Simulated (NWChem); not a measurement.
System: C$_{2}$H$_{7}$NPb, singlet; SMILES [N]([PbH])(C)C

Input file for NWChem:

```
start job
memory heap 200 mb stack 900 mb global 1100 mb
geometry units angstroms noautoz
  Pb     0.048635    -0.670498     0.000000
  H     -1.835414    -0.725053     0.000000
  N      0.003156     1.516678     0.000000
  C      1.229212     2.283123     0.000000
  C     -1.181803     2.344774     0.000000
  H      1.305303     2.950828    -0.894415
  H      1.305303     2.950828     0.894415
  H      2.118248     1.619322     0.000000
  H     -1.216968     3.016285     0.894375
  H     -1.216968     3.016285    -0.894375
  H     -2.096069     1.721504     0.000000
end
basis spherical
  Pb library def2-svp
  H library def2-svp
  N library def2-svp
  C library def2-svp
end
ecp
  Pb library def2-ecp
end
dft
  xc pbe0
  iterations 150
  mulliken
end
task dft energy
```

Low-valent species are run as closed-shell singlets; no triplet was tried in these runs. The geometry was optimised at PBE-D3(BJ)/def2-SVP. No frequency run checked for a minimum. def2 effective core potentials on Pb; no spin-orbit coupling.

### Question
Predict the main results of this run. (PBE0/def2-SVP with def2 effective core potentials on Pb.) Quantities: basis functions; energy (Ha); highest occupied level (eV); orbital gap (eV); dipole (D).

### Answer
```
Property                      Result
---------------------------  -------
number of basis functions        103
energy (Ha)                  -327.75
highest occupied level (eV)    -5.90
orbital gap (eV)                3.93
dipole (D)                      1.05
```
